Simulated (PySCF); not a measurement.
Isomers of C2H11FO2Si3.

All values: PBE0/pcSseg-1 (PySCF) at GFN2-xTB geometries, gas phase, one conformer each.

Task: Rank by dipole moment, lowest first.
A. `[CH3:1][CH2:2][O:3][Si@H:4]([OH:5])[SiH2:6][SiH2:7][F:8]` with C1–C2–O3–Si4 168°, C2–O3–Si4–O5 -51°, O3–Si4–O5–H -166°, O3–Si4–Si6–Si7 134°, Si4–Si6–Si7–F8 20°
B. `[CH3:1][Si@@H:2]([OH:3])[Si@@:4]([CH3:5])([F:6])[O:7][SiH3:8]` with C1–Si2–O3–H -52°, C1–Si2–Si4–C5 -45°, Si2–Si4–O7–Si8 45°
C. `[CH3:1][Si@@H:2]([OH:3])[Si@:4]([CH3:5])([F:6])[O:7][SiH3:8]` with C1–Si2–O3–H 57°, C1–Si2–Si4–C5 -142°, Si2–Si4–O7–Si8 61°
D. `[CH3:1][O:2][SiH2:3][Si@H:4]([F:5])[O:6][CH2:7][SiH3:8]` with C1–O2–Si3–Si4 180°, O2–Si3–Si4–F5 -88°, Si3–Si4–O6–C7 165°, Si4–O6–C7–Si8 -164°
E. `[CH3:1][SiH2:2][O:3][SiH:4]([F:5])[O:6][SiH2:7][CH3:8]` with C1–Si2–O3–Si4 34°, Si2–O3–Si4–F5 80°, O3–Si4–O6–Si7 73°, Si4–O6–Si7–C8 97°
F. `[CH3:1][C@H:2]([F:3])[SiH2:4][O:5][SiH2:6][O:7][SiH3:8]` with C1–C2–Si4–O5 52°, C2–Si4–O5–Si6 46°, Si4–O5–Si6–O7 -43°

Result: A (0.86 D), F (1.18 D), D (1.35 D), E (2.04 D), C (2.77 D), B (2.99 D).

Task: Rank by the highest IAO charge on any atom, highest value first.
A. `[CH3:1][Si@@H:2]([OH:3])[Si@:4]([CH3:5])([F:6])[O:7][SiH3:8]` with C1–Si2–O3–H 57°, C1–Si2–Si4–C5 -142°, Si2–Si4–O7–Si8 61°
B. `[CH3:1][O:2][SiH2:3][Si@H:4]([F:5])[O:6][CH2:7][SiH3:8]` with C1–O2–Si3–Si4 180°, O2–Si3–Si4–F5 -88°, Si3–Si4–O6–C7 165°, Si4–O6–C7–Si8 -164°
C. `[CH3:1][O:2][Si:3]([F:4])([O:5][CH3:6])[SiH2:7][SiH3:8]` with C1–O2–Si3–F4 -63°, O2–Si3–O5–C6 175°, O2–Si3–Si7–Si8 61°
D. `[CH3:1][C@@H:2]([F:3])[SiH:4]([O:5][SiH3:6])[O:7][SiH3:8]` with C1–C2–Si4–O5 44°, C2–Si4–O5–Si6 159°, C2–Si4–O7–Si8 -136°
E. `[CH3:1][Si@@H:2]([OH:3])[Si@@:4]([CH3:5])([F:6])[O:7][SiH3:8]` with C1–Si2–O3–H -52°, C1–Si2–Si4–C5 -45°, Si2–Si4–O7–Si8 45°
F. `[CH3:1][SiH2:2][O:3][SiH:4]([F:5])[O:6][SiH2:7][CH3:8]` with C1–Si2–O3–Si4 34°, Si2–O3–Si4–F5 80°, O3–Si4–O6–Si7 73°, Si4–O6–Si7–C8 97°

Result: F (+1.553 e), C (+1.425 e), D (+1.331 e), E (+1.254 e), A (+1.221 e), B (+1.135 e).

Task: Rank by the highest Hirshfeld charge on any atom, highest value first.
A. `[CH3:1][C@H:2]([F:3])[SiH2:4][O:5][SiH2:6][O:7][SiH3:8]` with C1–C2–Si4–O5 52°, C2–Si4–O5–Si6 46°, Si4–O5–Si6–O7 -43°
B. `[CH3:1][Si@@H:2]([OH:3])[Si@@:4]([CH3:5])([F:6])[O:7][SiH3:8]` with C1–Si2–O3–H -52°, C1–Si2–Si4–C5 -45°, Si2–Si4–O7–Si8 45°
C. `[OH:1][SiH2:2][C@H:3]([O:4][SiH3:5])[SiH2:6][CH2:7][F:8]` with H–O1–Si2–C3 -39°, O1–Si2–C3–O4 51°, Si2–C3–O4–Si5 108°, Si2–C3–Si6–C7 -61°, C3–Si6–C7–F8 -46°
D. `[CH3:1][CH2:2][Si@H:3]([O:4][SiH3:5])[O:6][SiH2:7][F:8]` with C1–C2–Si3–O4 -60°, C2–Si3–O4–Si5 -147°, C2–Si3–O6–Si7 145°, Si3–O6–Si7–F8 35°
E. `[CH3:1][O:2][Si:3]([F:4])([O:5][CH3:6])[SiH2:7][SiH3:8]` with C1–O2–Si3–F4 -63°, O2–Si3–O5–C6 175°, O2–Si3–Si7–Si8 61°
F. `[CH3:1][SiH2:2][O:3][SiH:4]([F:5])[O:6][SiH2:7][CH3:8]` with C1–Si2–O3–Si4 34°, Si2–O3–Si4–F5 80°, O3–Si4–O6–Si7 73°, Si4–O6–Si7–C8 97°

Result: F (+0.532 e), D (+0.482 e), A (+0.465 e), E (+0.444 e), B (+0.428 e), C (+0.394 e).

All values together:

```json
{"SMILES": "C[Si@@H](O)[Si@@](C)(F)O[SiH3]", "μ (D)": "2.99", "HOMO (eV)": "-7.73", "LUMO (eV)": "-0.22", "lowest IAO charge (e)": "-0.877 (O)", "highest IAO charge (e)": "+1.254 (Si)", "lowest Hirshfeld charge (e)": "-0.313 (O)", "highest Hirshfeld charge (e)": "+0.428 (Si)"}
{"SMILES": "C[C@H](F)[SiH2]O[SiH2]O[SiH3]", "μ (D)": "1.18", "HOMO (eV)": "-8.06", "LUMO (eV)": "0.36", "lowest IAO charge (e)": "-0.892 (O)", "highest IAO charge (e)": "+1.226 (Si)", "lowest Hirshfeld charge (e)": "-0.300 (O)", "highest Hirshfeld charge (e)": "+0.465 (Si)"}
{"SMILES": "CC[Si@H](O[SiH3])O[SiH2]F", "μ (D)": "1.42", "HOMO (eV)": "-8.12", "LUMO (eV)": "0.24", "lowest IAO charge (e)": "-0.887 (O)", "highest IAO charge (e)": "+1.333 (Si)", "lowest Hirshfeld charge (e)": "-0.302 (O)", "highest Hirshfeld charge (e)": "+0.482 (Si)"}
{"SMILES": "C[Si@@H](O)[Si@](C)(F)O[SiH3]", "μ (D)": "2.77", "HOMO (eV)": "-7.53", "LUMO (eV)": "-0.40", "lowest IAO charge (e)": "-0.885 (O)", "highest IAO charge (e)": "+1.221 (Si)", "lowest Hirshfeld charge (e)": "-0.313 (O)", "highest Hirshfeld charge (e)": "+0.422 (Si)"}
{"SMILES": "C[C@@H](F)[SiH](O[SiH3])O[SiH3]", "μ (D)": "2.64", "HOMO (eV)": "-7.88", "LUMO (eV)": "-0.11", "lowest IAO charge (e)": "-0.891 (O)", "highest IAO charge (e)": "+1.331 (Si)", "lowest Hirshfeld charge (e)": "-0.303 (O)", "highest Hirshfeld charge (e)": "+0.470 (Si)"}
{"SMILES": "O[SiH2][C@H](O[SiH3])[SiH2]CF", "μ (D)": "1.26", "HOMO (eV)": "-7.49", "LUMO (eV)": "-0.17", "lowest IAO charge (e)": "-0.794 (O)", "highest IAO charge (e)": "+1.020 (Si)", "lowest Hirshfeld charge (e)": "-0.309 (O)", "highest Hirshfeld charge (e)": "+0.394 (Si)"}
{"SMILES": "C[SiH2]O[SiH](F)O[SiH2]C", "μ (D)": "2.04", "HOMO (eV)": "-8.69", "LUMO (eV)": "0.65", "lowest IAO charge (e)": "-0.887 (O)", "highest IAO charge (e)": "+1.553 (Si)", "lowest Hirshfeld charge (e)": "-0.303 (O)", "highest Hirshfeld charge (e)": "+0.532 (Si)"}
{"SMILES": "CCO[Si@H](O)[SiH2][SiH2]F", "μ (D)": "0.86", "HOMO (eV)": "-7.82", "LUMO (eV)": "-0.99", "lowest IAO charge (e)": "-0.808 (O)", "highest IAO charge (e)": "+1.126 (Si)", "lowest Hirshfeld charge (e)": "-0.311 (O)", "highest Hirshfeld charge (e)": "+0.388 (Si)"}
{"SMILES": "CO[SiH2][Si@H](F)OC[SiH3]", "μ (D)": "1.35", "HOMO (eV)": "-8.07", "LUMO (eV)": "-0.49", "lowest IAO charge (e)": "-0.653 (O)", "highest IAO charge (e)": "+1.135 (Si)", "lowest Hirshfeld charge (e)": "-0.232 (O)", "highest Hirshfeld charge (e)": "+0.403 (Si)"}
{"SMILES": "CO[Si](F)(OC)[SiH2][SiH3]", "μ (D)": "1.54", "HOMO (eV)": "-8.21", "LUMO (eV)": "-0.19", "lowest IAO charge (e)": "-0.642 (O)", "highest IAO charge (e)": "+1.425 (Si)", "lowest Hirshfeld charge (e)": "-0.229 (O)", "highest Hirshfeld charge (e)": "+0.444 (Si)"}
```

Conformers: `[CH3:1][Si@@H:2]([OH:3])[Si@@:4]([CH3:5])([F:6])[O:7][SiH3:8]` with C1–Si2–O3–H -52°, C1–Si2–Si4–C5 -45°, Si2–Si4–O7–Si8 45°; `[CH3:1][C@H:2]([F:3])[SiH2:4][O:5][SiH2:6][O:7][SiH3:8]` with C1–C2–Si4–O5 52°, C2–Si4–O5–Si6 46°, Si4–O5–Si6–O7 -43°; `[CH3:1][CH2:2][Si@H:3]([O:4][SiH3:5])[O:6][SiH2:7][F:8]` with C1–C2–Si3–O4 -60°, C2–Si3–O4–Si5 -147°, C2–Si3–O6–Si7 145°, Si3–O6–Si7–F8 35°; `[CH3:1][Si@@H:2]([OH:3])[Si@:4]([CH3:5])([F:6])[O:7][SiH3:8]` with C1–Si2–O3–H 57°, C1–Si2–Si4–C5 -142°, Si2–Si4–O7–Si8 61°; `[CH3:1][C@@H:2]([F:3])[SiH:4]([O:5][SiH3:6])[O:7][SiH3:8]` with C1–C2–Si4–O5 44°, C2–Si4–O5–Si6 159°, C2–Si4–O7–Si8 -136°; `[OH:1][SiH2:2][C@H:3]([O:4][SiH3:5])[SiH2:6][CH2:7][F:8]` with H–O1–Si2–C3 -39°, O1–Si2–C3–O4 51°, Si2–C3–O4–Si5 108°, Si2–C3–Si6–C7 -61°, C3–Si6–C7–F8 -46°; `[CH3:1][SiH2:2][O:3][SiH:4]([F:5])[O:6][SiH2:7][CH3:8]` with C1–Si2–O3–Si4 34°, Si2–O3–Si4–F5 80°, O3–Si4–O6–Si7 73°, Si4–O6–Si7–C8 97°; `[CH3:1][CH2:2][O:3][Si@H:4]([OH:5])[SiH2:6][SiH2:7][F:8]` with C1–C2–O3–Si4 168°, C2–O3–Si4–O5 -51°, O3–Si4–O5–H -166°, O3–Si4–Si6–Si7 134°, Si4–Si6–Si7–F8 20°; `[CH3:1][O:2][SiH2:3][Si@H:4]([F:5])[O:6][CH2:7][SiH3:8]` with C1–O2–Si3–Si4 180°, O2–Si3–Si4–F5 -88°, Si3–Si4–O6–C7 165°, Si4–O6–C7–Si8 -164°; `[CH3:1][O:2][Si:3]([F:4])([O:5][CH3:6])[SiH2:7][SiH3:8]` with C1–O2–Si3–F4 -63°, O2–Si3–O5–C6 175°, O2–Si3–Si7–Si8 61°.
